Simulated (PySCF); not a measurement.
Species: Di(furan-2-yl)(methyl)phosphane, C₉H₉O₂P.
SMILES with atom numbers: `[CH3:1][P:2]([c:3]1[cH:4][cH:5][cH:6][o:7]1)[c:8]1[cH:9][cH:10][cH:11][o:12]1`

NICS is the negative of the GIAO shielding at a point without a nucleus: at the ring centre (0) and 1 Å above and below it (1); zz is the component along the ring normal. Level: GIAO PBE0/pcSseg-1 (PySCF, non-relativistic, gas phase) on the PBE0-D3(BJ)/def2-SVP geometry, one conformer.

Ring bond lengths (Å), with Mayer bond orders in brackets: C3–C4 1.370 (1.57), C4–C5 1.427 (1.27), C5–C6 1.364 (1.59), C6–O7 1.344 (1.10), O7–C3 1.362 (1.00); C8–C9 1.369 (1.55), C9–C10 1.429 (1.26), C10–C11 1.363 (1.60), C11–O12 1.347 (1.09), O12–C8 1.358 (1.02).

What do the NICS probes read (ppm)?

```
             ring                                               type  NICS(0)  NICS(1), two faces  NICS(1)zz, two faces  rms pucker (Å)  centre to ring atoms, mean (Å)
   C3–C4–C5–C6–O7  5-membered ring with O; formal bonds all aromatic    -11.2        -10.3 / -9.8         -26.6 / -25.8            0.00                            1.17
C8–C9–C10–C11–O12  5-membered ring with O; formal bonds all aromatic    -11.9       -10.3 / -10.4         -25.5 / -26.2            0.00                            1.17
```

What do they say, and how far can they be read as aromaticity?

- C3–C4–C5–C6–O7: mean NICS(1)zz -26.2 ppm, shielded. The ring is flat and has no four-coordinate atom; by the NICS criterion it is aromatic.
- C8–C9–C10–C11–O12: mean NICS(1)zz -25.9 ppm, shielded, aromatic by this magnetic criterion (flat ring, no four-coordinate atom).

What does the geometric index give? HOMA = 1 − mean of α(R − Ropt)² over the ring bonds, with Krygowski's 1993 parameters (CC: Ropt 1.388 Å, α 257.7 Å⁻²; CO: Ropt 1.265 Å, α 157.38 Å⁻²).

- C3–C4–C5–C6–O7: HOMA 0.38; the largest term is that of O7–C3, α(R − Ropt)² = 1.48.
- C8–C9–C10–C11–O12: HOMA 0.37; the largest term is that of O12–C8, α(R − Ropt)² = 1.37.

What field does 11.7 T along the ring normal induce along that normal at the second NICS(1) probe listed for ring C3–C4–C5–C6–O7, 1 Å off the ring?

NICSzz × B0 = -25.8 ppm × 11.7 T = -302 μT, against the applied field.

List the ring angles and the Hirshfeld charges of the ring atoms.

- C3–C4–C5–C6–O7: C3 109.1° (-0.004 e), C4 106.8° (-0.079 e), C5 105.5° (-0.088 e), C6 110.7° (+0.015 e), O7 107.9° (-0.051 e); sum 540.0° against 540° for a flat convex ring.
- C8–C9–C10–C11–O12: C8 109.5° (-0.008 e), C9 106.3° (-0.093 e), C10 106.0° (-0.091 e), C11 110.4° (+0.004 e), O12 107.9° (-0.069 e); sum 540.0° against 540° for a flat convex ring.

What are the shieldings of the ring atoms and their hydrogens in the same run (means over atoms taken as equivalent)?

```
       atoms                        environment  σ isotropic (ppm)  principal values of the symmetric part, first atom (ppm)
     C3 (×2)        substituted aromatic carbon               27.0                                         -45.4, 37.0, 97.9
     C4 (×2)                 aromatic CH carbon               58.5                                        -42.2, 54.7, 150.5
     C5 (×2)                 aromatic CH carbon               67.9                                        -17.2, 62.2, 157.9
     C6 (×2)  aromatic CH next to a ring oxygen               33.5                                        -48.5, 38.3, 106.7
     O7 (×2)                  furan-type oxygen               19.3                                      -130.9, -72.3, 255.0
H on C4 (×2)                  aromatic hydrogen              24.68                                          21.6, 23.4, 27.4
H on C5 (×2)                  aromatic hydrogen              24.74                                          22.5, 24.9, 26.4
H on C6 (×2)                  aromatic hydrogen              23.60                                          20.5, 23.9, 25.9
```

Time: 86 s of wall time (grids of density and orbitals included); peak memory 1.4 GiB. Hardware: Arm Neoverse V1, one thread, shared host. This is the whole shielding run at PBE0/pcSseg-1, SCF included.

Shape of the structure used: `[CH3:1][P:2]([c:3]1[cH:4][cH:5][cH:6][o:7]1)[c:8]1[cH:9][cH:10][cH:11][o:12]1`: C1–P2–C3–C4 -138°, C1–P2–C8–C9 -108°.
